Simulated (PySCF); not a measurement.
## Energy of Pt²⁺ (platinum, charge +2) between two integer charges

The 5d beta orbital of [Xe] 4f14 5d8 is emptied in steps (occupation f), with all orbitals relaxed, ending at [Xe] 4f14 5d7. All numbers are calculated (PySCF 2.14, a scalar-relativistic core potential, in def2-SVP with the def2 core potential (60 electrons) (6s3p2d1f, 32 functions)). The exact energy is a straight line in f; departures are measured from the line between the end points of the same method.

```tsv
f	B3LYP (eV)
1	0.000
0.9	-0.436
0.7	-1.025
0.5	-1.227
0.3	-1.037
0.1	-0.447
0	0.000
```

| method | E(f=0) − E(f=1) (eV) | −ε at f=1 (eV) | −ε at f=0.5 (eV) |
| --- | --- | --- | --- |
| B3LYP | 31.685 | 26.855 | 31.648 |

Orbital energy along the path (eV):

| f | B3LYP |
| --- | --- |
| 1 | -26.855 |
| 0.9 | -27.793 |
| 0.7 | -29.701 |
| 0.5 | -31.648 |
| 0.3 | -33.631 |
| 0.1 | -35.646 |
| 0 | -36.662 |

Reference removal energy between the ground levels: 29 ± 1.6 eV (theoretical estimate listed by NIST; NIST Atomic Spectra Database, ionization energies). The calculation has no spin-orbit coupling. The determinant left behind need not be the lowest term of the ion.
